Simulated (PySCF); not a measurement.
CSe₂, optimised at B3LYP/6-31G*:

```xyz
3

Se     1.0250     0.9967    -0.9226
C      0.0000     0.0000     0.0000
Se    -1.0250    -0.9967     0.9226
```

Computed with PySCF (xtb for GFN2) and rigid-rotor harmonic-oscillator thermochemistry at 1 bar. 6-31G* has spherical d functions here. All species are closed-shell singlets. B3LYP is the form with VWN-RPA correlation. Se: all electrons, no relativistic terms.

**Question.** List the harmonic frequencies (cm⁻¹, unscaled) at this level and at the other levels, each on its own geometry.

**Answer.** 
- B3LYP/6-31G*: 330, 330, 380, 1321
- GFN2-xTB: 243, 243, 393, 1369
- HF/6-31G*: 364, 364, 409, 1340
- PBE/def2-SVP: 312, 313, 377, 1330
- PBE0/def2-TZVP: 329, 329, 391, 1361
